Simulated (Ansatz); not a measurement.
Molecule: CHS2, net charge 1, singlet state. It need not be the lowest isomer of its formula. 
Geometry from a B3LYP-D3(BJ)/def2-TZVP (Ansatz, a first-principles code) optimisation:
SMILES: S=C=[SH+]
```xyz
4

S      1.5692    -0.3050     0.1177
C      0.0958    -0.0321     0.0255
S     -1.4865     0.3413    -0.1827
H     -1.8991    -0.3890     0.8868
```
Charge +1, spin multiplicity 1.

Basis-set convergence of Hartree-Fock and CCSD(T) correlation energies (hartree) with Ansatz. Correlated levels leave the core frozen unless marked. Spin-orbit coupling is left out. Non-relativistic.

The Hartree-Fock reference is unstable (checked in the largest basis), which strains HF and MP2. 

| basis | functions | E(HF) | E(corr, CCSD(T)) | rough core time |
|---|---|---|---|---|
| cc-pV(D+d)Z | 65 | -833.20284 | -0.43871 | under 20 s |
| cc-pV(T+d)Z | 122 | -833.24248 | -0.53997 | under 20 s |
| cc-pV(Q+d)Z | 213 | -833.25198 | -0.57246 | 30 s |

Extrapolating the two largest sets (X = 3 and 4) as X^-3: E(corr) = (64·(-0.57246) - 27·(-0.53997))/37 = -0.5962 Eh, an estimate of the basis-set limit. The largest set recovers 96.0 % of it, the smallest 73.6 %.
